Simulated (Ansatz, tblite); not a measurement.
Forces on Li₁₀F₁₀ (relaxed from a model of 2x2x5 LiF rock-salt block, whose bonding it doesn't keep) at its PBE-D4/def2-SVP geometry. Charge 0, multiplicity 1.

The xTB rows come from tblite.

GFN2-xTB (tblite), largest force 0.28 eV/Å:

```xyz
20
positions Å, forces eV/Å
Li    0.815   -3.706   -0.164   -0.122    0.254    0.034
F     1.229   -1.955   -0.356    0.174    0.088   -0.062
Li    1.252   -0.137   -0.418   -0.170    0.019    0.057
F     1.550    1.651   -0.573    0.155   -0.124   -0.049
Li    1.454    3.458   -0.595   -0.164   -0.223    0.062
F     0.109   -3.615    1.506    0.003    0.126   -0.033
Li    0.272   -1.782    1.396   -0.029    0.208   -0.154
F     0.468    0.042    1.386    0.057    0.005    0.169
Li    0.597    1.859    1.176   -0.066   -0.217   -0.128
F     0.760    3.692    1.066   -0.020   -0.128   -0.018
F    -0.760   -3.692   -1.066    0.020    0.128    0.018
Li   -0.596   -1.859   -1.177    0.067    0.217    0.128
F    -0.468   -0.042   -1.386   -0.057   -0.005   -0.170
Li   -0.272    1.782   -1.395    0.029   -0.208    0.154
F    -0.109    3.614   -1.506   -0.003   -0.126    0.033
Li   -1.454   -3.458    0.595    0.165    0.223   -0.062
F    -1.550   -1.651    0.573   -0.155    0.124    0.049
Li   -1.252    0.137    0.418    0.170   -0.019   -0.057
F    -1.229    1.955    0.356   -0.174   -0.087    0.061
Li   -0.815    3.706    0.164    0.122   -0.254   -0.034
```

PBE-D4/def2-TZVP (Ansatz), largest force 0.17 eV/Å:

```
Li 0.117 -0.119 -0.036
F 0.064 -0.002 -0.021
Li 0.110 -0.012 -0.037
F 0.063 -0.012 -0.021
Li 0.136 0.091 -0.048
F 0.036 -0.082 0.134
Li 0.038 -0.011 0.115
F 0.017 0.001 0.051
Li 0.040 0.018 0.113
F 0.051 0.090 0.124
F -0.051 -0.090 -0.124
Li -0.040 -0.018 -0.113
F -0.017 -0.001 -0.052
Li -0.037 0.011 -0.115
F -0.036 0.083 -0.134
Li -0.135 -0.091 0.049
F -0.063 0.012 0.020
Li -0.110 0.011 0.037
F -0.064 0.002 0.021
Li -0.116 0.118 0.036
```

BLYP-D4/def2-TZVP (Ansatz), largest force 0.20 eV/Å:

```
Li 0.131 -0.124 -0.040
F 0.096 0.002 -0.032
Li 0.125 -0.014 -0.042
F 0.094 -0.023 -0.031
Li 0.150 0.093 -0.053
F 0.046 -0.102 0.170
Li 0.045 -0.002 0.133
F 0.026 0.002 0.076
Li 0.046 0.010 0.133
F 0.064 0.112 0.157
F -0.065 -0.111 -0.158
Li -0.046 -0.010 -0.132
F -0.026 -0.002 -0.077
Li -0.044 0.002 -0.133
F -0.046 0.102 -0.170
Li -0.150 -0.093 0.054
F -0.094 0.022 0.031
Li -0.125 0.013 0.042
F -0.096 -0.001 0.032
Li -0.130 0.123 0.041
```
